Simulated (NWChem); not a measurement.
Everything below was run with NWChem. System: PbS, charge 0, spin multiplicity 1, at a geometry optimised with PBE/def2-SVP with def2 effective core potentials on Pb. The structure started from a generated list of species. Level: CCSD(T)/def2-TZVPD with def2 effective core potentials on Pb, 9 core orbitals frozen.

NWChem printed:

```
             Northwest Computational Chemistry Package (NWChem) 7.3.0
             --------------------------------------------------------

                                NWChem Input Module
                                -------------------

 Scaling coordinates for geometry "geometry" by  1.889725989
 (inverse scale =  0.529177249)

 Turning off AUTOSYM since
 SYMMETRY directive was detected!

                             Geometry "geometry" -> ""
                             -------------------------

 Output coordinates in angstroms (scale by  1.889725989 to convert to a.u.)

  No.       Tag          Charge          X              Y              Z
 ---- ---------------- ---------- -------------- -------------- --------------
    1 Pb                  82.0000     0.00000000     0.00000000     0.38215800
    2 S                   16.0000     0.00000000     0.00000000    -1.95856000

 Effective nuclear repulsion energy (a.u.)     296.6100789107

            Nuclear Dipole moment (a.u.)
            ----------------------------
        X                 Y               Z
 ---------------- ---------------- ----------------
     0.0000000000     0.0000000000    -0.0000075589

      Symmetry information
      --------------------

 Group name             C2v
 Group number             16
 Group order               4
 No. of unique centers     2

      Symmetry unique atoms

     1    2


 Summary of "ao basis" -> "" (spherical)
 ------------------------------------------------------------------------------
       Tag                 Description            Shells   Functions and Types
 ---------------- ------------------------------  ------  ---------------------
 *                         def2-tzvpd                 on all atoms

 Summary of "ao basis" -> "ao basis" (spherical)
 ------------------------------------------------------------------------------
       Tag                 Description            Shells   Functions and Types
 ---------------- ------------------------------  ------  ---------------------
 Pb                        def2-tzvpd               18       56   7s5p4d2f
 S                         def2-tzvpd               16       46   6s6p3d1f

                                 NWChem SCF Module
                                 -----------------

  ao basis        = "ao basis"
  functions       =   102
  atoms           =     2
  closed shells   =    19
  open shells     =     0
  charge          =   0.00
[...]
                   NWChem Extensible Many-Electron Theory Module
                   ---------------------------------------------


            General Information
            -------------------
      Number of processors :     1
         Wavefunction type : Restricted Hartree-Fock
          No. of electrons :    38
           Alpha electrons :    19
            Beta electrons :    19
           No. of orbitals :   204
            Alpha orbitals :   102
             Beta orbitals :   102
        Alpha frozen cores :     9
         Beta frozen cores :     9
     Alpha frozen virtuals :     0
      Beta frozen virtuals :     0
         Spin multiplicity : singlet
    Number of AO functions :   102
       Number of AO shells :    34
        Use of symmetry is : on
      Symmetry adaption is : on
         Schwarz screening : 0.10D-09

          Correlation Information
          -----------------------
          Calculation type : Coupled-cluster singles & doubles w/ perturbation
   Perturbative correction : (T)
            Max iterations :      100
        Residual threshold : 0.10D-05
     T(0) DIIS level shift : 0.00D+00
     L(0) DIIS level shift : 0.00D+00
     T(1) DIIS level shift : 0.00D+00
     L(1) DIIS level shift : 0.00D+00
     T(R) DIIS level shift : 0.00D+00
     T(I) DIIS level shift : 0.00D+00
   CC-T/L Amplitude update :  5-th order DIIS
                I/O scheme : Global Array Library
        L-threshold :  0.10D-05
        EOM-threshold :  0.10D-05
 no EOMCCSD initial starts read in
 TCE RESTART OPTIONS
 SLICE:      F
 D4D5:       F
 quantumc:   F
 qrotation:  F
 pwtce:      F
 qducc:      F
 nacto:                         0
 nrotv:                         0
 nrot:                          0

            Memory Information
            ------------------
          Available GA space size is     249026396 doubles
          Available MA space size is     104836380 doubles

 Maximum block size supplied by input
 Maximum block size        24 doubles

 tile_dim =     20

 -------------------------------------------------

 Global array virtual files algorithm will be used

 Parallel file system coherency ......... OK

 4-electron integrals stored in orbital form

 v2    file size   =          4307690
 4-index algorithm nr.  13 is used
 imaxsize =       30
 imaxsize ichop =        0


CCSD iterations
 ---------------------------------------------------------
 Iter          Residuum       Correlation     Cpu    Wall
 ---------------------------------------------------------
    1   0.1907890753647  -0.5639409902082     0.5     0.5
    2   0.0427287047312  -0.5274842396001     0.5     0.5
    3   0.0134646082998  -0.5428546932920     0.5     0.5
    4   0.0096956157286  -0.5409676305452     0.5     0.5
    5   0.0042067241334  -0.5428338036404     0.5     0.5
    6   0.0021212414505  -0.5427062013447     0.5     0.5
    7   0.0017735216654  -0.5426612607276     0.5     0.5
    8   0.0008280846595  -0.5427445137785     0.5     0.5
    9   0.0008383934693  -0.5427080894934     0.5     0.5
   10   0.0003935597334  -0.5427731317644     0.5     0.5
   11   0.0000523710540  -0.5427950055307     0.5     0.5
   12   0.0000219637708  -0.5427924134050     0.5     0.5
   13   0.0000106691168  -0.5427925083607     0.5     0.5
   14   0.0000063185834  -0.5427926690422     0.5     0.5
   15   0.0000033108974  -0.5427923464313     0.5     0.5
   16   0.0000011011610  -0.5427923917696     0.5     0.5
   17   0.0000005654189  -0.5427923816434     0.5     0.5
 -----------------------------------------------------------------
 Iterations converged
 CCSD correlation energy / hartree =        -0.542792381643355
 CCSD total energy / hartree       =      -589.957323800566883

 Singles contributions

 Doubles contributions
 CCSD(T)
 Using plain CCSD(T) code
             total no. of tasks          925
 total no. of tasks / no. procs          925
                         wl_min          729           3.0
                         wl_max       850000           9.7
        thresh for no. of tasks          925

 CCSD[T]  correction energy / hartree =        -0.027592183373109
 CCSD[T] correlation energy / hartree =        -0.570384565016464
 CCSD[T] total energy / hartree       =      -589.984915983940027
 CCSD(T)  correction energy / hartree =        -0.024943599476490
 CCSD(T) correlation energy / hartree =        -0.567735981119846
 CCSD(T) total energy / hartree       =      -589.982267400043384

 Task  times  cpu:       28.9s     wall:       28.9s

 Total times  cpu:       28.9s     wall:       28.9s
```

Question: Write an NWChem input that would produce this output.

Answer: One answer among several that fit: 
```
start mol
memory heap 100 mb stack 700 mb global 1900 mb
geometry units angstroms nocenter noautoz
  Pb     0.000000     0.000000     0.382158
  S      0.000000     0.000000    -1.958560
  symmetry group C2v
end
basis spherical
  * library def2-tzvpd
end
ecp
  Pb library def2-ecp
end
scf
  rhf
  nopen 0
  maxiter 100
  thresh 1e-7
  semidirect memsize 60000000 filesize 0
end
tce
  freeze core 9
  ccsd(t)
  2eorb
  2emet 13
  thresh 1e-6
  maxiter 100
  tilesize 24
end
task tce energy
```
